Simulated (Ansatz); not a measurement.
Computed with Ansatz on PBE0-D4/def2-TZVP structures; ΔE is electronic, products minus reactants. CBS: MP2 limit from def2 TZ/QZ plus the TZ coupled-cluster correction, frozen cores. DFT in def2-TZVPP. B3LYP here is the variant with VWN-RPA as its local correlation; programs differ in this. For Se outer-core shells are correlated without core-valence functions, which leaves a few kJ/mol of doubt a bond. Scalar relativity is left out up to krypton. Each species was taken in one conformer, which may not be the lowest.

Reaction (substitution at a C–Si bond): `C=C[SiH2][SiH](F)F` + `F[Si](F)(F)[SeH]` → `C=C[Se][Si](F)(F)F` + `F[SiH](F)[SiH3]`

```
             level  ΔE (kJ/mol)
            PBE-D4         35.7
          B3LYP-D4         37.0
     HF/def2-TZVPP         44.8
    MP2/def2-TZVPP         34.9
CCSD(T)/def2-TZVPP         37.0
    MP2/def2-QZVPP         36.3
SCS-MP2/def2-QZVPP         36.4
      HF/CBS(def2)         45.4
```

What does CCSD(T)/CBS give? (Best estimate.)

Computed: +39.0 kJ/mol. The listed levels differ from it by -3.3, -2.0, 5.8, -4.1, -2.0, -2.7, -2.6, 6.4 kJ/mol.

Largest T1 diagnostic among the species: 0.013.

The D4 term adds −4.0 kJ/mol with B3LYP and −2.0 kJ/mol with PBE0; it sums over pairs of atoms, weighted by their polarisabilities, and B3LYP, whose exchange is more repulsive, gets the larger term. In def2-TZVPP, CCSD(T) changes the Hartree–Fock value by −7.8 kJ/mol (the triples alone add −1.9 kJ/mol) and MP2 by −9.9 kJ/mol.
